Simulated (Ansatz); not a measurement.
Basis sets compared for the cluster Cu₆Si⁺. Total charge 1; doublet. Geometry PBE-D4/def2-SVP. Ansatz on 4 threads of Intel Xeon on a shared host; times are rough, and most runs start from earlier orbitals.

```xyz
7

Si    1.254    0.579   -1.329
Cu   -1.609    0.560    1.108
Cu   -0.827   -0.447   -1.006
Cu   -0.553   -1.558    1.182
Cu   -0.430    1.950   -0.526
Cu    0.854    0.459    0.977
Cu    1.311   -1.543   -0.406
```

Another isomer (doublet) lies 0.48 eV lower at PBE0-D4/def2-TZVP; other spin states weren't run for this one.

| level | functions | energy (Eh) | HOMO (eV) | LUMO (eV) | wall time |
| --- | --- | --- | --- | --- | --- |
| PBE-D4/def2-SVP | 204 | -10129.4560 | -8.47 | -7.94 | 21 s |
| PBE0-D4/def2-SVP | 204 | -10129.4568 | -9.08 | -7.12 | 47 s |

(1) Estimate the rows for PBE-D4/def2-TZVP (with forces), PBE0-D4/def2-TZVP.

Answers

(1) 
```tsv
level	functions	energy (Eh)	HOMO (eV)	LUMO (eV)	wall time
PBE-D4/def2-TZVP (with forces)	307	-10131.0306	-8.78	-8.23	50 s
PBE0-D4/def2-TZVP	307	-10130.9813	-9.36	-7.37	1.9 min
```
